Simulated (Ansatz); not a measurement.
B5N6⁻. Charge -1, multiplicity 1. Geometry B3LYP-D4/def2-SVPD; atoms count from 1.

Cartesian coordinates in Å:
```
B 1.395 -0.360 1.543
B 2.083 0.169 -0.542
B 0.302 0.499 -1.993
B -1.792 -0.296 1.077
B -1.832 0.246 -1.115
N -1.016 0.517 -2.152
N -2.546 -0.030 -0.049
N 0.350 -0.554 2.257
N 2.451 -0.129 0.683
N -1.004 -0.527 2.059
N 1.609 0.465 -1.768
```

Another isomer (singlet) lies 0.06 eV lower at r2SCAN-D4/def2-TZVPD; other spin states weren't run for this one.

Question: Estimate the Mulliken populations from the PBE0/def2-TZVPD orbitals of Ansatz.

Answer: 
```json
{"atom": "B1", "charge (e)": "-0.51"}
{"atom": "B2", "charge (e)": "-0.51"}
{"atom": "B3", "charge (e)": "-0.49"}
{"atom": "B4", "charge (e)": "-0.51"}
{"atom": "B5", "charge (e)": "-0.51"}
{"atom": "N6", "charge (e)": "0.31"}
{"atom": "N7", "charge (e)": "0.26"}
{"atom": "N8", "charge (e)": "0.19"}
{"atom": "N9", "charge (e)": "0.26"}
{"atom": "N10", "charge (e)": "0.19"}
{"atom": "N11", "charge (e)": "0.31"}
```
Mulliken values and Mayer orders depend strongly on the basis. With diffuse functions, as here, like atoms can get unlike values, and bond orders can come out too low or too high.

Question: And the Mayer bond orders between bonded heavy atoms (over 0.3)?

Answer: B1–N8 2.31 (1.28 Å); B1–N9 1.28 (1.38 Å); B2–N9 1.97 (1.31 Å); B2–N11 1.67 (1.35 Å); B3–N6 1.84 (1.33 Å); B3–N11 1.84 (1.33 Å); B4–N7 1.28 (1.38 Å); B4–N10 2.30 (1.28 Å); B5–N6 1.67 (1.35 Å); B5–N7 1.97 (1.31 Å); N8–N10 0.72 (1.37 Å). Values over 0.3 also appear between atoms too far apart for a bond (N6–N7 0.30 at 2.66 Å; N6–N11 0.31 at 2.65 Å; N9–N11 0.30 at 2.66 Å); they arise where an orbital or an unpaired electron spreads over both atoms.
